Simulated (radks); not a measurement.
The numbers below are computed, except where a source is named.
Q: All-electron atom: Li in [He] 2s1. Code: a radial shooting solver on a logarithmic mesh with Libxc functionals. Model: scalar-relativistic Kohn-Sham, PBE, spin-polarised, spherical densities, finite nucleus; open shells are filled with parallel spins first; Fermi nuclear charge, rms radius 2.444 fm. Some entries of the table are withheld. Estimate them.

orbital,occ.,eigenvalue (eV),<r> (bohr),<r^2> (bohr^2)
1s up,1,-51.7414,(1),(2)
1s down,1,-51.5152,(3),(4)
2s up,1,-3.2280,3.790,17.03
2p up,0,-1.3475,4.754,27.85

A: 
(1) 1s up <r> (bohr): 0.5819
(2) 1s up <r^2> (bohr^2): 0.4657
(3) 1s down <r> (bohr): 0.5815
(4) 1s down <r^2> (bohr^2): 0.4648
